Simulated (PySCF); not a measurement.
## Excitation energy of P²⁺ by level of theory

P²⁺ [Ne] 3s2 3p1 (2P) → P²⁺ [Ne] 3s1 3p1 3d1 (high-spin determinant), as a difference of total energies. All numbers are calculated (PySCF 2.14, the spin-free X2C one-electron Hamiltonian (Gaussian nucleus), in aug-cc-pCVQZ-DK). Correlated levels: valence: [Ne] frozen; valence and next inner shell: 1s2 frozen; nothing frozen. The calculations carry no spin-orbit coupling.

```tsv
method	excitation energy (eV)
UHF	19.617
LDA	19.649
PBE	19.462
PBE0	19.730
r2SCAN	19.241
r2SCANh	19.386
PW91	19.469
M06-2X	20.497
MP2 (valence)	20.529
MP2 (valence and next inner shell)	20.711
MP2 (all electrons)	20.707
SCS-MP2 (all electrons)	21.152
```

Problem. Estimate what SCS-MP2 (valence) gives.

Solution. 21.011 eV, closest to SCS-MP2 (all electrons) among the rows shown.

Problem. Estimate what SCS-MP2 (valence and next inner shell) gives.

Solution. 21.154 eV, closest to SCS-MP2 (all electrons) among the rows shown.

A first-order spin-orbit estimate (lowest level to lowest level, LS coupling) adds 0.010 eV.

The promoted electron is Rydberg-like, and one or two diffuse shells describe it only roughly, which tends to raise the upper state.

The determinant of the upper state mixes LS terms, which raises its energy above the lowest term, most at the Hartree-Fock and MP2 levels.
